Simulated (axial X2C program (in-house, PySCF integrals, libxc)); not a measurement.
Working with the constants of LiBe⁺

A bond curve at the CCSD(T) level, with spin–orbit coupling, was computed with an axial X2C code built on PySCF integrals (basis Be dyall-cv3z [8s8p3d1f], Li dyall-cv3z [7s8p2d] (cores contracted in-house)) for the state Ω = 0 (closed shell). Its fit gives Re = 2.6293 Å, ωe = 313.7 cm⁻¹, ωexe = 4.79 cm⁻¹ and αe = 1.330e-02 cm⁻¹; the masses are 9.0122 and 7.0160 u. Two-component means X2C with spin–orbit coupling and atomic mean-field Coulomb and Gaunt terms.

Correlated methods: 2 electrons correlated (number of frozen shells: Be 1 s; Li 1 s), 152 virtual spin orbitals or spinors in MP2, 46 natural virtuals in coupled cluster.

Task: Find the reduced mass, Be and the force constant.

Result: From the CCSD(T) values: μ = 3.9449 u. Be = 16.8576/(μ Re²) = 0.6181 cm⁻¹. k = 5.8918×10⁻⁷ μ ωe² = 0.229 mdyn/Å.

Task: Estimate De from a Morse curve and compare with the computed well depth of 0.585 eV to Be + Li+.

Result: De(Morse) = ωe²/(4ωexe) = 0.637 eV against 0.585 eV computed, a ratio of 1.09. For De the Morse form works well here.

Task: Give B0, the J = 1←0 line in GHz and the most populated J at 300 K (kT = 208.5 cm⁻¹).

Result: B0 = Be − αe/2 = 0.6115 cm⁻¹; 2B0 = 36.66 GHz; J(max) ≈ √(kT/2B0) − 1/2 = 12.6, so J = 13.

Task: A Morse curve ties αe to the other constants (Pekeris). How well does that hold?

Result: αe(Morse) = 6Be²/ωe × (√(ωexe/Be) − 1) = 1.304e-02 cm⁻¹; the CCSD(T) curve gives 1.330e-02 cm⁻¹, a ratio of 0.98.

Task: Where do the fundamental and the first overtone lie?

Result: ν(1←0) = ωe − 2ωexe = 304.1 cm⁻¹; ν(2←0) = 2ωe − 6ωexe = 598.7 cm⁻¹.

The state is one determinant whose occupation by symmetry is held fixed; it was picked as the lowest of a PBE0 search that is not exhaustive. Dissociation energies refer to the lowest single-determinant-based atoms at the same level and basis. Coupled cluster ran in a truncated set of natural virtual spinors; the MP2 energy of the rest was added. (T) has no such correction and the atoms are truncated less, which lowers De at CCSD(T) by a hundredth of an eV or more.
